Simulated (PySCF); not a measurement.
# SMILES CC(=O)c1ccnnn1, C5H5N3O

Geometry (Å), atoms numbered from 1 in this order:
```xyz
14

C    -2.2937    0.0157   -0.5921
C    -1.2922    0.2127    0.4989
O    -1.5585    0.5095    1.6377
C     0.1387    0.0115    0.0825
C     1.1834    0.1593    0.9942
C     2.4502   -0.0568    0.4689
N     2.6148   -0.3783   -0.8072
N     1.5956   -0.4964   -1.5896
N     0.3877   -0.3138   -1.1862
H    -3.2988    0.1792   -0.2143
H    -2.0769    0.7036   -1.4065
H    -2.1964   -0.9918   -0.9912
H     0.9933    0.4221    2.0226
H     3.3521    0.0231    1.0601
```

Method used: GIAO BHandHLYP/pcSseg-1 magnetisability, rotational g tensor and spin-rotation constants, non-relativistic, gas phase in PySCF 2.14.0. Geometry: GFN2-xTB.

Task: How diamagnetic is it, and how anisotropic?

Result: Isotropic -940 × 10⁻³⁰ J/T², or -56.6 × 10⁻⁶ cm³/mol; principal values -1835, -516, -469 × 10⁻³⁰ J/T², anisotropy 1343 × 10⁻³⁰ J/T² (root of half the summed squared differences of the principal values). The susceptibility is in cgs units.

Task: Split it along the inertial axes a, b, c into diamagnetic and paramagnetic parts about the centre of mass, with the quadrupole moment.

Result: 
| axis | χ (10⁻⁶ cm³/mol) | diamagnetic (10⁻⁶ cm³/mol) | paramagnetic (10⁻⁶ cm³/mol) | summed x² of all electrons (Å²) | quadrupole Θ (D Å) |
| --- | --- | --- | --- | --- | --- |
| a | -29.1 | -400.5 | 371.4 | 219.5 | -7.96 |
| b | -30.2 | -982.4 | 952.2 | 82.3 | +2.12 |
| c | -110.5 | -1280.6 | 1170.1 | 12.1 | +5.85 |

Anisotropies 2χaa − χbb − χcc = +82.6 and 2χbb − χaa − χcc = +79.1 × 10⁻⁶ cm³/mol. Θ is traceless in Buckingham's convention.

Task: And the rotational g tensor?

Result: 
```csv
axis,rotational constant (GHz),g,nuclear part,electronic part
a,3.9473,-0.1158,0.5730,-0.6887
b,1.2995,-0.0410,0.5403,-0.5813
c,0.9835,+0.0050,0.5457,-0.5406
```
Asymmetric top; isotopes 12C, 1H, 14N, 16O; no vibrational averaging.
